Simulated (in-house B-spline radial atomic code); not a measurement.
How G0W0 and RPA depend on the start: P

Configuration [Ne] 3s2 3p3, highest spin. Computed with a B-spline radial code for spherical atoms: all electrons, scalar-relativistic (spin-free one-electron X2C), finite nucleus, each spin shell either full or empty, empty states to l = 9 with an (l + 1/2)⁻⁴ tail; G0W0 by contour deformation at full frequency.

```tsv
start	mean-field 3p up (eV)	G0W0 (eV)	QP weight	RPA correlation (Eh)
Hartree-Fock	-10.656	-10.904	0.942	-0.74346
LDA VWN5	-6.284	-10.113	0.790	-0.86299
PBE	-6.282	-10.079	0.783	-0.86083
PBE0	-7.521	-10.442	0.872	-0.82521
r2SCAN	-6.684	?	?	?
HSE06	-7.111	-10.341	0.850	-0.83185
B3LYP (VWN-RPA)	-7.108	-10.337	0.854	-0.83311
SCAN	-6.684	-10.300	0.845	-0.83934
TPSS	-6.412	-10.143	0.803	-0.85192
BHandHLYP	-8.434	-10.590	0.906	-0.7956
CAM-B3LYP	-8.687	-10.614	0.909	-0.80861
LC-wPBE	-10.292	-10.754	0.934	-0.79768
wB97X	-9.767	?	?	?
PBEsol	-6.242	-10.105	0.785	-0.86123
BLYP	-5.956	-9.960	0.757	-0.86211
r2SCAN0	-7.796	-10.534	0.890	-0.81281
LDA exchange-only	-5.522	-9.952	0.694	-0.862
```

**Question.** What G0W0 level, weight and RPA correlation energy follow from the wB97X start?

**Answer.** G0W0 level -10.738 eV, weight 0.929, RPA correlation -0.79509 hartree.

**Question.** What G0W0 level, weight and RPA correlation energy follow from the r2SCAN start?

**Answer.** G0W0 level -10.321 eV, weight 0.845, RPA correlation -0.84009 hartree.

**Question.** How much of the dependence on the start does G0W0 remove?

**Answer.** The mean-field levels span 5.13 eV and the G0W0 levels 0.952 eV. Against 10.487 eV (NIST, measured) the G0W0 removal energies are off by -0.53 to +0.42 eV, with spin-orbit coupling, Breit and QED terms left out.
